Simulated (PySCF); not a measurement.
## A survey of ²⁹Si NMR shifts

No relativistic terms, fast rotation and ring inversion assumed for equivalent nuclei, isolated molecule, one computed conformer. σ from GIAO-PBE0/pcSseg-1; GFN2-xTB geometry; PySCF 2.14.

Shieldings were converted by a linear fit to measured shifts: ²⁹Si (scatter 8.9 ppm rms, 25.8 ppm with the 6 outliers that the fit left out vs TMS, solution or neat liquid). Occasional misses reach two or three times the rms, and more in compound classes unlike the fitted ones.

Give the ²⁹Si shifts of `F[SiH2]F`, `C[Si@@H]1NC[SiH2]N1`, `C=C([SiH3])CC=O`, `C[SiH2]O[Si@@H](C)CC#N`.

Results:


```
                                                compound                                             environment  δ (ppm)
                                                F[SiH2]F                              silicon bonded to 2 F, 2 H    -19.1
           [CH3:1][Si@@H:2]1[NH:3][CH2:4][SiH2:5][NH:6]1  Si2: silicon bonded to C, 2 N, H, in a 5-membered ring    -13.5
           [CH3:1][Si@@H:2]1[NH:3][CH2:4][SiH2:5][NH:6]1  Si5: silicon bonded to C, N, 2 H, in a 5-membered ring    -33.8
                                         C=C([SiH3])CC=O                                silicon bonded to C, 3 H    -68.9
[CH3:1][SiH2:2][O:3][Si@@H:4]([CH3:5])[CH2:6][C:7]#[N:8]                        Si4: silicon bonded to 2 C, O, H    -16.1
[CH3:1][SiH2:2][O:3][Si@@H:4]([CH3:5])[CH2:6][C:7]#[N:8]                        Si2: silicon bonded to C, O, 2 H    -23.8
```
